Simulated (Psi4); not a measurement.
C5H4N, charge -1, singlet, at a GFN2-xTB geometry (a gas-phase anion, which may not be bound at this level); R2SCAN/6-31G (Psi4 1.11).

Here is a job for Psi4.
```
memory 2 GB

molecule {
-1 1
N    -0.01597523   -0.02962172    1.38373483
C     0.01557545   -0.06582818   -1.36989980
C    -0.00521036    1.10543325    0.69612625
C    -0.01054599   -1.15662589    0.66382466
C     0.00511221   -1.33380566   -0.73772362
C     0.01077742    1.14303371   -0.68694833
H     0.02830252   -0.02508551   -2.46852276
H    -0.00972220    2.02524692    1.29071120
H    -0.02017221   -2.05150868    1.30507188
H     0.01916619    2.10545597   -1.20567905
}

set {
  basis 6-31g
  dft_spherical_points 434
}

energy('r2scan')
print_variables()
```

It wrote (shortened):

```
   => Loading Basis Set <=

    Name: 6-31G
    Role: ORBITAL
    Keyword: BASIS

         ---------------------------------------------------------
                                   SCF
               by Justin Turney, Rob Parrish, Andy Simmonett
                          and Daniel G. A. Smith
                              RKS Reference
         ---------------------------------------------------------

  ==> Geometry <==

    Molecular point group: c1
    Full point group: C1

    Geometry (in Angstrom), charge = -1, multiplicity = 1:

       Center              X                  Y                   Z               Mass
    ------------   -----------------  -----------------  -----------------  -----------------
         N           -0.015751152487    -0.003503406973     1.369968669028    14.003074004430
         C            0.015799527513    -0.039709866973    -1.383665960972    12.000000000000
         C           -0.004986282487     1.131551563027     0.682360089028    12.000000000000
         C           -0.010321912487    -1.130507576973     0.650058499028    12.000000000000
         C            0.005336287513    -1.307687346973    -0.751489780972    12.000000000000
         C            0.011001497513     1.169152023027    -0.700714490972    12.000000000000
         H            0.028526597513     0.001032803027    -2.482288920972     1.007825032230
         H           -0.009498122487     2.051365233027     1.276945039028     1.007825032230
         H           -0.019948132487    -2.025390366973     1.291305719028     1.007825032230
         H            0.019390267513     2.131574283027    -1.219445210972     1.007825032230

  Running in c1 symmetry.

  Rotational constants: A =      0.20928  B =      0.20147  C =      0.10265 [cm^-1]
  Rotational constants: A =   6273.93676  B =   6039.91257  C =   3077.35043 [MHz]
  Nuclear repulsion =  196.551653245664539

  Charge       = -1
  Multiplicity = 1
  Electrons    = 42
  Nalpha       = 21
  Nbeta        = 21

  ==> Algorithm <==

  SCF Algorithm Type is DF.
  DIIS enabled.
  MOM disabled.
  Fractional occupation disabled.
  Guess Type is SAD.
  Energy threshold   = 1.00e-06
  Density threshold  = 1.00e-06
  Integral threshold = 1.00e-12

  ==> Primary Basis <==

  Basis Set: 6-31G
    Blend: 6-31G
    Number of shells: 38
    Number of basis functions: 62
    Number of Cartesian functions: 62
    Spherical Harmonics?: false
    Max angular momentum: 1

  ==> DFT Potential <==

   => LibXC <=

    Version 7.1.2
    S. Lehtola, C. Steigemann, M. J. T. Oliveira, and M. A. L. Marques,  SoftwareX 7, 1–5 (2018) (10.1016/j.softx.2017.11.002)

   => Composite Functional: R2SCAN <=

    r2SCAN Meta-GGA XC Functional  (0.1021/acs.jpclett.0c02405)
    J. W. Furness, A. D. Kaplan, J. Ning, J. P. Perdew, J. Sun  J. Phys. Chem. Lett.  11, 8208–8215, 2020

    Deriv               =              1
    GGA                 =           TRUE
    Meta                =           TRUE

    Exchange Hybrid     =          FALSE
    MP2 Hybrid          =          FALSE

   => Exchange Functionals <=

    1.0000   XC_MGGA_X_R2SCAN

   => Correlation Functionals <=

    1.0000   XC_MGGA_C_R2SCAN

   => LibXC Density Thresholds  <==

    XC_MGGA_C_R2SCAN:  1.00E-15
    XC_MGGA_X_R2SCAN:  1.00E-11

   => Molecular Quadrature <=

    Radial Scheme          =       TREUTLER
    Pruning Scheme         =           NONE
    Nuclear Scheme         =       TREUTLER

    Blocking Scheme        =         OCTREE
    BS radius alpha        =              1
    Pruning alpha          =              1
    Radial Points          =             75
    Spherical Points       =            434
    Total Points           =         302408
    Total Blocks           =           2251
    Max Points             =            256
    Max Functions          =             62
    Weights Tolerance      =       1.00E-15

   => Loading Basis Set <=

    Name: (6-31G AUX)
    Role: JKFIT
    Keyword: DF_BASIS_SCF

  ==> Integral Setup <==

  SCF_SUBTYPE=INCORE selected. In-core MEM_DF algorithm will be used.
  Using in-core AOs.

  ==> MemDFJK: Density-Fitted J/K Matrices <==

    J tasked:                   Yes
    K tasked:                    No
    wK tasked:                   No
    Algorithm:                 Core
    Schwarz Cutoff:           1E-12
    Mask sparsity (%):       0.6243
    Fitting Condition:        1E-10

   => Auxiliary Basis Set <=

  Basis Set: (6-31G AUX)
    Blend: CC-PVDZ-JKFIT
    Number of shells: 180
    Number of basis functions: 586
    Number of Cartesian functions: 586
    Spherical Harmonics?: false
    Max angular momentum: 3

  Minimum eigenvalue in the overlap matrix is 1.9323909953E-03.
  Reciprocal condition number of the overlap matrix is 3.5185299804E-04.
    Using symmetric orthogonalization.

  ==> Pre-Iterations <==

  SCF Guess: Superposition of Atomic Densities via on-the-fly atomic UHF (no occupation information).

   -------------------------
    Irrep   Nso     Nmo
   -------------------------
     A         62      62
   -------------------------
    Total      62      62
   -------------------------

  ==> Iterations <==

                           Total Energy        Delta E     RMS |[F,P]|

   @DF-RKS iter SAD:  -247.02597979171364   -2.47026e+02   0.00000e+00
   @DF-RKS iter   1:  -247.00927310189081    1.67067e-02   1.27285e-02 ADIIS/DIIS
   @DF-RKS iter   2:  -246.83012966885371    1.79143e-01   1.53164e-02 ADIIS/DIIS
   @DF-RKS iter   3:  -247.36284766616495   -5.32718e-01   3.82582e-03 ADIIS/DIIS
   @DF-RKS iter   4:  -247.39223951729412   -2.93919e-02   1.83029e-03 ADIIS/DIIS
   @DF-RKS iter   5:  -247.39961983971892   -7.38032e-03   5.27062e-04 ADIIS/DIIS
   @DF-RKS iter   6:  -247.40012859355141   -5.08754e-04   1.53253e-04 ADIIS/DIIS
   @DF-RKS iter   7:  -247.40018371451117   -5.51210e-05   2.80233e-05 DIIS
   @DF-RKS iter   8:  -247.40018463919836   -9.24687e-07   2.29010e-05 DIIS
   @DF-RKS iter   9:  -247.40018576697707   -1.12778e-06   3.89372e-06 DIIS
   @DF-RKS iter  10:  -247.40018579341984   -2.64428e-08   1.32729e-06 DIIS
   @DF-RKS iter  11:  -247.40018579750858   -4.08875e-09   6.07071e-08 DIIS
  Energy and wave function converged.

  ==> Post-Iterations <==

   Electrons on quadrature grid:
      Ntotal   =   41.9999866323 ; deviation = -1.337e-05

    Orbital Energies [Eh]
    ---------------------

    Doubly Occupied:

       1A    -13.967399     2A     -9.878940     3A     -9.857720
       4A     -9.854319     5A     -9.843782     6A     -9.777327
       7A     -0.715176     8A     -0.557428     9A     -0.509123
      10A     -0.382846    11A     -0.371233    12A     -0.286526
      13A     -0.228207    14A     -0.215325    15A     -0.168586
      16A     -0.161852    17A     -0.124444    18A     -0.058339
      19A     -0.021938    20A     -0.016629    21A      0.084755

    Virtual:

      22A      0.166076    23A      0.187203    24A      0.265933
      25A      0.321302    26A      0.331037    27A      0.340942
      28A      0.348931    29A      0.428605    30A      0.476817
      31A      0.525953    32A      0.542130    33A      0.625317
      34A      0.705260    35A      0.720165    36A      0.745619
      37A      0.810604    38A      0.811601    39A      0.813371
      40A      0.835504    41A      0.849019    42A      0.864385
      43A      0.870435    44A      0.899929    45A      0.907248
      46A      0.927071    47A      0.989992    48A      1.036888
      49A      1.063123    50A      1.067129    51A      1.076160
      52A      1.113644    53A      1.170677    54A      1.198681
      55A      1.229884    56A      1.286789    57A      1.334679
      58A      1.390334    59A      1.441810    60A      1.609069
      61A      1.706231    62A      1.948449

    Final Occupation by Irrep:
              A
    DOCC [    21 ]
    NA   [    21 ]
    NB   [    21 ]

  @DF-RKS Final Energy:  -247.40018579750858

   => Energetics <=

    Nuclear Repulsion Energy =            196.5516532456645393
    One-Electron Energy =                -730.8234281619870671
    Two-Electron Energy =                 322.4942562342093311
    DFT Exchange-Correlation Energy =     -35.6226671153953589
    Empirical Dispersion Energy =           0.0000000000000000
    VV10 Nonlocal Energy =                  0.0000000000000000
    Total Energy =                       -247.4001857975085841

Computation Completed

Properties will be evaluated at   0.000000,   0.000000,   0.000000 [a0]

Properties computed using the SCF density matrix

 Multipole Moments:

 ------------------------------------------------------------------------------------
     Multipole            Electronic (a.u.)      Nuclear  (a.u.)        Total (a.u.)
 ------------------------------------------------------------------------------------

 L = 1.  Multiply by 2.5417464519 to convert [e a0] to [Debye]
 Dipole X            :         -0.0145923            0.0173614            0.0027691
 Dipole Y            :         -0.4972690            2.0236149            1.5263459
 Dipole Z            :          1.1607102           -1.0665852            0.0941251
 Magnitude           :                                                    1.5292478

 ------------------------------------------------------------------------------------

  Variable Map:
  ----------------------------------------------------------------------------
  "CURRENT ENERGY"              =>    -247.400185797509
  "CURRENT REFERENCE ENERGY"    =>    -247.400185797509
  "DD SOLVATION ENERGY"         =>       0.000000000000
  "DFT FUNCTIONAL TOTAL ENERGY" =>    -247.400185797509
  "DFT TOTAL ENERGY"            =>    -247.400185797509
  "DFT VV10 ENERGY"             =>       0.000000000000
  "DFT XC ENERGY"               =>     -35.622667115395
  "GRID ELECTRONS ALPHA"        =>      20.999993316134
  "GRID ELECTRONS BETA"         =>      20.999993316134
  "GRID ELECTRONS TOTAL"        =>      41.999986632267
  "NUCLEAR REPULSION ENERGY"    =>     196.551653245665
  "ONE-ELECTRON ENERGY"         =>    -730.823428161987
  "PCM POLARIZATION ENERGY"     =>       0.000000000000
  "PE ENERGY"                   =>       0.000000000000
  "SCF ITERATION ENERGY"        =>    -247.400185797509
  "SCF ITERATIONS"              =>      11.000000000000
  "SCF TOTAL ENERGY"            =>    -247.400185797509
  "TWO-ELECTRON ENERGY"         =>     322.494256234209
  "XC GRID RADIAL POINTS"       =>      75.000000000000
  "XC GRID SPHERICAL POINTS"    =>     434.000000000000
  "XC GRID TOTAL POINTS"        =>  302408.000000000000

  Array Variable Map:
  ----------------------------------------------------------------------------
  "CURRENT DIPOLE"              =>       0.002769131960 ... 0.094125076565 1 by 3
  "SCF DIPOLE"                  =>       0.002769131960 ... 0.094125076565 1 by 3
  "SCF TOTAL ENERGIES"          =>    -247.025979791714 ... -247.400185797509 1 by 12
```
